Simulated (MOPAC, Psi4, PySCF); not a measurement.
Relaxed torsion scan: SMILES Cc1ccsc1-c1sccc1C (C10H10S2). Scanned: dihedral S5–C6–C7–S8; all other coordinates were relaxed at GFN2-xTB. Points at φ and −φ are mirror images.

Atom numbering (GFN2-xTB optimised geometry, Å):
```
22

C      2.0147     1.9221     0.1589
C      1.8605     0.4385     0.1420
C      2.9781    -0.4231     0.2190
C      2.6557    -1.7398     0.1904
S      0.9629    -1.9770     0.0671
C      0.6677    -0.2523     0.0531
C     -0.6687     0.2521    -0.0395
S     -0.9659     1.9765    -0.0264
C     -2.6580     1.7394    -0.1592
C     -2.9787     0.4230    -0.2111
C     -1.8603    -0.4385    -0.1441
C     -2.0126    -1.9218    -0.1871
H      3.0686     2.1811     0.2232
H      1.6002     2.3685    -0.7448
H      1.4958     2.3589     1.0120
H      3.9891    -0.0625     0.2931
H      3.3046    -2.5915     0.2335
H     -3.3078     2.5909    -0.1908
H     -3.9890     0.0625    -0.2954
H     -1.4687    -2.3462    -1.0307
H     -1.6242    -2.3807     0.7219
H     -3.0639    -2.1803    -0.2853
```

Methods: PBE0-D3(BJ)/def2-SVP // GFN2-xTB (Psi4); RHF/STO-3G = restricted Hartree-Fock/STO-3G // GFN2-xTB (PySCF); AM1, restricted, heats of formation // GFN2-xTB (MOPAC); PM7, restricted, heats of formation // GFN2-xTB (MOPAC); PBE0/def2-SVP // GFN2-xTB (Psi4); PBE-D3(BJ)/def2-SVP // GFN2-xTB (Psi4).

Energies in kJ/mol, each method relative to its own lowest point.

```
φ / °  PBE0-D3(BJ)/def2-SVP  RHF/STO-3G   AM1   PM7  PBE0/def2-SVP  PBE-D3(BJ)/def2-SVP
-----  --------------------  ----------  ----  ----  -------------  -------------------
-150                    3.6         6.3   3.6  17.2            3.5                  1.5
-120                    2.0         1.0   6.2   5.1            1.5                  2.0
-90                     3.7         0.5   4.6   0.0            2.9                  4.8
-60                     0.0         0.0   3.7   0.1            0.0                  0.0
-30                     7.0        11.0   8.9  11.5            6.8                  5.3
0                      39.8        43.1  27.5  38.6           38.8                 35.1
30                      7.0        11.0   8.9  11.5            6.8                  5.3
60                      0.0         0.0   3.7   0.1            0.0                  0.0
90                      3.7         0.5   4.6   0.0            2.9                  4.8
120                     2.0         1.0   6.2   5.1            1.5                  2.0
150                     3.6         6.3   3.6  17.2            3.5                  1.5
180                     5.0        12.3   0.0  25.3            4.9                  1.5
```

Root-mean-square difference from the PBE-D3(BJ)/def2-SVP profile, itself a level with limits, after the best constant shift (kJ/mol): PBE0-D3(BJ)/def2-SVP 1.7, RHF/STO-3G 4.7, AM1 3.3, PM7 8.3, PBE0/def2-SVP 1.8.
